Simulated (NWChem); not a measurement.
All runs are NWChem calculations. System: silicon monosulfide (SSi), charge 0, spin multiplicity 1, at a geometry optimised with PBE0/def2-SVP. Level: CCSD(T)/def2-TZVPD, 10 core orbitals frozen.

Part of the output:

```
             Northwest Computational Chemistry Package (NWChem) 7.3.0
             --------------------------------------------------------

                                NWChem Input Module
                                -------------------

 Scaling coordinates for geometry "geometry" by  1.889725989
 (inverse scale =  0.529177249)

 Turning off AUTOSYM since
 SYMMETRY directive was detected!

                             Geometry "geometry" -> ""
                             -------------------------

 Output coordinates in angstroms (scale by  1.889725989 to convert to a.u.)

  No.       Tag          Charge          X              Y              Z
 ---- ---------------- ---------- -------------- -------------- --------------
    1 Si                  14.0000     0.00000000     0.00000000     1.03447900
    2 S                   16.0000     0.00000000     0.00000000    -0.90517000

 Effective nuclear repulsion energy (a.u.)      61.1119350851

            Nuclear Dipole moment (a.u.)
            ----------------------------
        X                 Y               Z
 ---------------- ---------------- ----------------
     0.0000000000     0.0000000000    -0.0000264562

      Symmetry information
      --------------------

 Group name             C2v
 Group number             16
 Group order               4
 No. of unique centers     2

      Symmetry unique atoms

     1    2


 Summary of "ao basis" -> "" (spherical)
 ------------------------------------------------------------------------------
       Tag                 Description            Shells   Functions and Types
 ---------------- ------------------------------  ------  ---------------------
 *                         def2-tzvpd                 on all atoms

 Summary of "ao basis" -> "ao basis" (spherical)
 ------------------------------------------------------------------------------
       Tag                 Description            Shells   Functions and Types
 ---------------- ------------------------------  ------  ---------------------
 Si                        def2-tzvpd               15       43   6s5p3d1f
 S                         def2-tzvpd               16       46   6s6p3d1f

                                 NWChem SCF Module
                                 -----------------

  ao basis        = "ao basis"
  functions       =    89
  atoms           =     2
  closed shells   =    15
  open shells     =     0
  charge          =   0.00
[...]
     2   0 0 2    -19.688473      0.000000    100.316121

                   NWChem Extensible Many-Electron Theory Module
                   ---------------------------------------------


            General Information
            -------------------
      Number of processors :     1
         Wavefunction type : Restricted Hartree-Fock
          No. of electrons :    30
           Alpha electrons :    15
            Beta electrons :    15
           No. of orbitals :   178
            Alpha orbitals :    89
             Beta orbitals :    89
        Alpha frozen cores :    10
         Beta frozen cores :    10
     Alpha frozen virtuals :     0
      Beta frozen virtuals :     0
         Spin multiplicity : singlet
    Number of AO functions :    89
       Number of AO shells :    31
        Use of symmetry is : on
      Symmetry adaption is : on
         Schwarz screening : 0.10D-09

          Correlation Information
          -----------------------
          Calculation type : Coupled-cluster singles & doubles w/ perturbation
   Perturbative correction : (T)
            Max iterations :      100
        Residual threshold : 0.10D-05
     T(0) DIIS level shift : 0.00D+00
     L(0) DIIS level shift : 0.00D+00
     T(1) DIIS level shift : 0.00D+00
     L(1) DIIS level shift : 0.00D+00
     T(R) DIIS level shift : 0.00D+00
     T(I) DIIS level shift : 0.00D+00
   CC-T/L Amplitude update :  5-th order DIIS
                I/O scheme : Global Array Library
        L-threshold :  0.10D-05
        EOM-threshold :  0.10D-05
 no EOMCCSD initial starts read in
 TCE RESTART OPTIONS
 SLICE:      F
 D4D5:       F
 quantumc:   F
 qrotation:  F
 pwtce:      F
 qducc:      F
 nacto:                         0
 nrotv:                         0
 nrot:                          0

            Memory Information
            ------------------
          Available GA space size is     249028879 doubles
          Available MA space size is     104852796 doubles

 Maximum block size supplied by input
 Maximum block size        24 doubles

 tile_dim =     18

 -------------------------------------------------

 Global array virtual files algorithm will be used

 Parallel file system coherency ......... OK

 4-electron integrals stored in orbital form

 v2    file size   =          2386269
 4-index algorithm nr.  13 is used
 imaxsize =       30
 imaxsize ichop =        0


CCSD iterations
 ---------------------------------------------------------
 Iter          Residuum       Correlation     Cpu    Wall
 ---------------------------------------------------------
    1   0.1264316662457  -0.2572672944431     0.1     0.1
    2   0.0365975747720  -0.2705325045070     0.1     0.1
    3   0.0140466346298  -0.2772717749176     0.1     0.1
    4   0.0064921017806  -0.2786218090945     0.1     0.1
    5   0.0029860404925  -0.2794097099015     0.1     0.1
    6   0.0009828884055  -0.2798129997035     0.1     0.1
    7   0.0005831728526  -0.2798615143287     0.1     0.1
    8   0.0002837112910  -0.2798812053988     0.1     0.1
    9   0.0002024535026  -0.2798797381364     0.1     0.1
   10   0.0001096779946  -0.2798882772963     0.1     0.1
   11   0.0000195923532  -0.2798936536232     0.1     0.1
   12   0.0000092472601  -0.2798943989910     0.1     0.1
   13   0.0000047402426  -0.2798948446971     0.1     0.1
   14   0.0000029246455  -0.2798947722647     0.1     0.1
   15   0.0000016174255  -0.2798948229109     0.1     0.1
   16   0.0000003918571  -0.2798947926703     0.1     0.1
 -----------------------------------------------------------------
 Iterations converged
 CCSD correlation energy / hartree =        -0.279894792670319
 CCSD total energy / hartree       =      -686.776567905827733

 Singles contributions

 Doubles contributions
 CCSD(T)
 Using plain CCSD(T) code
             total no. of tasks          428
 total no. of tasks / no. procs          428
                         wl_min         1152           3.2
                         wl_max       131220           7.1
        thresh for no. of tasks          428

 CCSD[T]  correction energy / hartree =        -0.018716225111035
 CCSD[T] correlation energy / hartree =        -0.298611017781355
 CCSD[T] total energy / hartree       =      -686.795284130938740
 CCSD(T)  correction energy / hartree =        -0.017968593936906
 CCSD(T) correlation energy / hartree =        -0.297863386607225
 CCSD(T) total energy / hartree       =      -686.794536499764604

 Task  times  cpu:        8.0s     wall:        8.0s

 Total times  cpu:        8.0s     wall:        8.0s
```

Q: Write an NWChem input that would produce this output.

A: Several could match; the one computed here: 
```
start mol
memory heap 100 mb stack 700 mb global 1900 mb
geometry units angstroms nocenter noautoz
  Si     0.000000     0.000000     1.034479
  S      0.000000     0.000000    -0.905170
  symmetry group C2v
end
basis spherical
  * library def2-tzvpd
end
scf
  rhf
  nopen 0
  maxiter 100
  thresh 1e-7
  semidirect memsize 60000000 filesize 0
end
tce
  freeze core 10
  ccsd(t)
  2eorb
  2emet 13
  thresh 1e-6
  maxiter 100
  tilesize 24
end
task tce energy
```
